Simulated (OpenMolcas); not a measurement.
A run on Ru3+ with its 6 nearest fluoride ions at 2.191 Å, on the Y site of Cs2NaYF6 (a = 9.075 Å, distance in the model lattice 2.178 Å). The rest of the host is ab initio model potentials to 7.6 Å, with orthogonalisation functions on the cations behind the ligands, and point charges beyond; the distance is set by hand and nothing relaxes. Ligand basis ANO-RCC-VDZP.

```
Program             : OpenMolcas
Method              : SS-CASPT2, IPEA 0.25 Eh, imaginary shift 0.1 Eh (closed shells correlated: 4s 4p and the ligand valence shells)
Basis               : ANO-RCC-VDZP [6s5p3d1f]
Scalar Hamiltonian  : DKH2, point nucleus
Active space        : 5 electrons in 5 orbitals (4d)
State averaging     : 2S+1 = 6 even, 1 root; 2S+1 = 4 even, 24 roots; 2S+1 = 2 even, 75 roots
Spin-orbit coupling : RASSI with atomic mean-field integrals over the reference wave functions
```

151 basis functions. Blocks (2S+1, parity, CSFs, roots kept): 6, even, 1, 1; 4, even, 24, 24; 2, even, 75, 75.

**Question.** How long do the CASPT2 steps take on 1 thread of Arm Neoverse V2, with other jobs on the host?

**Answer.** About 4.7 min of wall time, without the integral step.
